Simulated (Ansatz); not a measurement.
CH8OSi2 (`C[SiH2][SiH2]O`), relaxed with RKS PBE0-D4/def2-TZVP in Ansatz 0.2.0 from a PBE-D4/def2-SVP geometry. The force threshold is 0.005 eV/Å; the program also tests the step.

Total charge 0; spin multiplicity 1.

Start:

```xyz
12

C    -0.803   -1.804   -0.551
Si   -0.272   -0.002   -0.825
Si    0.554    0.990    1.151
O     1.068    2.581    0.889
H     0.047   -2.414   -0.184
H    -1.170   -2.255   -1.495
H    -1.618   -1.864    0.199
H    -1.427    0.816   -1.347
H     0.817    0.062   -1.871
H     1.659    0.116    1.708
H    -0.520    1.086    2.198
H     1.666    2.687    0.128
```

(1) By how much does the energy fall, and how many steps does the optimiser take? (Estimate.)

(2) Which bonds change most? (An estimate is asked.)

(3) Give the relaxed structure. (Best estimate.)

Results:

(1) Ansatz gave: 5.37 kJ/mol, in 7 steps.

(2) Ansatz gave: Si3–O4 from 1.692 to 1.656 Å; C1–Si2 from 1.899 to 1.878 Å; Si3–H10 from 1.515 to 1.495 Å; Si2–H8 from 1.509 to 1.491 Å.

(3) The calculation gave: 
```xyz
12

C    -0.790   -1.789   -0.542
Si   -0.288   -0.003   -0.834
Si    0.538    0.989    1.128
O     1.074    2.537    0.890
H     0.057   -2.377   -0.182
H    -1.152   -2.245   -1.466
H    -1.587   -1.851    0.202
H    -1.446    0.783   -1.350
H     0.780    0.062   -1.877
H     1.625    0.121    1.677
H    -0.522    1.094    2.164
H     1.711    2.678    0.189
```
